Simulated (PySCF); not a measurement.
# One molecule, several mistakes: CH6OSi

Calculated results; nothing here was measured. The program is PySCF 2.14.0, an open-source quantum chemistry code, run on an isolated molecule that a program drew, which may never have been made. The molecule is CH6OSi (charge 0, singlet), drawn as the SMILES string `C[SiH2]O`.

Each row is a Hartree-Fock (HF) and frozen-core CCSD(T) single point in the cc-pV(D+d)Z basis, meant for a local HF minimum. Run 1 is clean. Each other run has one planted mistake out of seven kinds, and not every kind appears here: one electron removed, one electron added, multiplicity raised by two, geometry at a saddle point, minimal basis STO-3G, one bond length entered in bohr, all coordinates scaled. The reference is restricted for singlets and unrestricted otherwise, and also for a bond in bohr. Adding or removing an electron swaps singlet and doublet. Electrons count all cores. HOMO and LUMO are orbital energies over both spins, the gradient is its largest component, and the lowest frequency (negative if imaginary) is given only where the gradient is small. Bond lengths are over the 8 bonds as drawn. T1 is the CCSD diagnostic: over 0.02 (restricted) or 0.045 (unrestricted) a single reference is doubtful.

Geometry of the clean run:
```xyz
9
CH6OSi, angstrom
C     1.8136   -3.2902    1.9152
Si    1.2843   -2.2378    0.4711
O     2.3595   -0.9865    0.3517
H     1.1392   -4.1427    2.0369
H     2.8259   -3.6736    1.7641
H     1.8028   -2.7104    2.8416
H    -0.0909   -1.7178    0.6744
H     1.2753   -3.0304   -0.7837
H     2.2466   -0.3494   -0.3369
```

```
run,electrons,basis functions,<S^2>,HOMO (eV),LUMO (eV),gradient (hartree/bohr),lowest frequency (cm^-1),mean bond (Å),longest bond (Å),T1,HF (hartree),CCSD(T) (hartree),mistake
1,34,81,0.000,-12.02,4.43,4.1e-05,162,1.3389,1.864,0.0098,-405.21668,-405.70635,no fault
2,34,25,0.000,-9.11,13.47,4.7e-02,-,1.3389,1.864,0.0071,-400.35996,-400.52724,minimal basis STO-3G
3,34,81,0.000,-11.93,4.19,3.4e-02,-,1.4071,1.959,0.0108,-405.19780,-405.69560,all coordinates scaled
4,34,81,0.712,-11.14,2.74,2.0e-02,-,1.4604,2.065,0.0582,-405.08904,-405.57515,one bond length entered in bohr
5,33,81,0.763,-17.77,-9.27,1.0e-01,-,1.3389,1.864,0.0430,-404.82285,-405.29237,one electron removed
6,35,81,0.758,3.62,9.41,4.3e-02,-,1.3389,1.864,0.0198,-405.06805,-405.58006,?
```

**Which mistake was planted in run 6, and what did it cost?**

It counts 35 electrons, one more than the clean run, at the same geometry and basis. So the mistake is: one electron added. Subtracting run 1 and multiplying by 627.51 kcal/mol a hartree, the energy moved by 93.3 kcal/mol in HF and 79.2 kcal/mol in CCSD(T).

Cautions from the logs. Run 4: T1 is over the limit, so its CCSD(T) energy is less reliable; run 6: the HOMO is above zero, so the electron isn't bound and the energy depends on the basis.
